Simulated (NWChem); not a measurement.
Species: C3H10N cation; SMILES CC[NH2+]C

```xyz
14

C     -0.5511     1.5910     0.1217
C      0.6033     0.7144    -0.3237
N      0.5591    -0.6770     0.2933
C     -0.5827    -1.5493    -0.1364
H     -0.5762     1.7202     1.2233
H     -0.4133     2.5977    -0.3186
H     -1.5353     1.2208    -0.2247
H      1.5808     1.1416    -0.0241
H      0.6200     0.5594    -1.4209
H      0.5428    -0.5790     1.3267
H      1.4511    -1.1600     0.0796
H     -0.5433    -1.6667    -1.2345
H     -0.4883    -2.5347     0.3548
H     -1.5336    -1.0733     0.1583
```
Atoms are numbered in this order, from 1.

Program: NWChem. The geometry was optimised at PBE-D3(BJ)/def2-SVP. Not confirmed as a minimum by frequencies. Level: PBE0/def2-SVP with SMD (1 M gas to 1 M solution), gas-phase geometry. Reactions with the solvent are ignored.

| solvent | dielectric constant | solvation free energy (kcal/mol) | cavity-dispersion-structure term (kcal/mol) |
|---|---|---|---|
| water | 78.4 | -62.4 | 4.0 |
| toluene | 2.37 | -39.9 | -1.4 |
| acetonitrile | 35.7 | -65.7 | -0.3 |
| tetrahydrofuran | 7.43 | -58.6 | -0.5 |
| N,N-dimethylformamide | 37.2 | -65.3 | 0.1 |
